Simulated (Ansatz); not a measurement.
A nudged elastic band was laid between two geometries of H$_{4}$O$_{2}$Sn (7 atoms, charge 0, multiplicity 1).

Method: Ansatz, RKS PBE-D4/def2-SVP.

```
movable images  : 7
climbing image  : yes
spring          : 5.0 eV/Å²
optimiser       : quadratic models (default)
start path      : through a guess of the saddle point
force threshold : 0.05 eV/Å
iteration limit : 60
end points      : relaxed
```

Image 0:

```xyz
7
Properties=species:S:1:pos:R:3
Sn 0.216 -0.037 0.274
H 0.323 0.041 1.994
H 1.669 0.073 -0.649
O -1.079 1.446 -0.141
H -1.207 1.511 -1.107
O -0.570 -1.771 -0.376
H -1.398 -1.959 0.107
```

Image 8:

```xyz
7
Properties=species:S:1:pos:R:3
Sn -0.297 -1.110 -1.357
H 1.487 1.495 0.883
H 2.038 1.738 1.367
O -0.242 0.696 -0.441
H -0.953 0.714 0.235
O -1.876 -1.664 -0.200
H -2.203 -2.566 -0.384
```

Which bonds break or form, and what moves?

Bonds broken: Sn1–H2, Sn1–H3. Bonds formed: H2–H3. H4O2Sn becomes H2 + H2O2Sn.

What energy profile does the band end with?

It converged. The highest image is number 2 of 0 to 8, 231.3 kJ/mol above the first end and 282.2 kJ/mol above the last; the last end lies 51.0 kJ/mol below the first. The profile has 2 maxima (images 2, 6) with wells between them (image 5): this band takes more than one step, which may be the mechanism or a detour left from its start path. Neighbouring images differ by up to 2.8 eV, so the band resolves the path poorly. A vibrational analysis at the climbing image gives one clearly imaginary mode, 1210i cm⁻¹: a first-order saddle point. The orbitals stay closed-shell, which can raise the energy where a bond breaks towards radicals; this wasn't checked here.

| image | path coordinate (Å) | energy (kJ/mol) | Sn1–H2 (Å) | Sn1–H3 (Å) | H2–H3 (Å) |
| --- | --- | --- | --- | --- | --- |
| 0 | 0.00 | 0.0 | 1.72 | 1.73 | 2.97 |
| 1 | 1.27 | 11.2 | 1.73 | 1.70 | 2.80 |
| 2 | 2.53 | 231.3 | 2.00 | 1.73 | 1.55 |
| 3 | 3.81 | -34.8 | 2.95 | 2.90 | 0.77 |
| 4 | 5.08 | -46.2 | 3.05 | 3.41 | 0.77 |
| 5 | 6.35 | -50.5 | 3.59 | 4.20 | 0.77 |
| 6 | 7.62 | -46.1 | 3.40 | 3.89 | 0.77 |
| 7 | 8.89 | -50.0 | 3.54 | 4.17 | 0.77 |
| 8 | 10.16 | -51.0 | 3.87 | 4.58 | 0.77 |

What is the geometry of the highest image?


```xyz
7
Properties=species:S:1:pos:R:3
Sn 0.318 -0.107 -0.585
H 0.454 0.023 1.402
H 1.687 0.034 0.458
O -0.891 1.497 -0.828
H -1.560 1.480 -0.113
O -0.783 -1.808 -0.539
H -1.273 -1.816 0.307
```

The band took 42 iterations and of the order of 8 core-minutes.

Time of the run: 8 min on 1 thread of Arm Neoverse V2, on a shared host, peak memory 0.14 GiB.
